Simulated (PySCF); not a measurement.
**Electron correlation in As (arsenic, neutral)**

[Ar] 3d10 4s2 4p2 5s1, high-spin 4P determinant (an excited configuration). All numbers are calculated (PySCF 2.14, scalar relativity by spin-free X2C-1e, in aug-cc-pVQZ-DK (8s7p5d3f2g, 93 functions)). Frozen: [Ar] 3d10; 5 electrons correlated.

MP2 pair energies summed by pair of shells (mhartree):

```
 pair  energy  share (%)
4s-4p  -35.35       52.7
4s-4s  -16.37       24.4
4p-4p   -5.40        8.0
4p-5s   -5.04        7.5
4s-5s   -4.90        7.3
```

Total MP2 correlation energy: -67.07 mhartree.

Same-spin part -15.26 and opposite-spin part -51.81 mhartree; SCS-MP2 scales them by 1/3 and 6/5 to -67.26 mhartree.
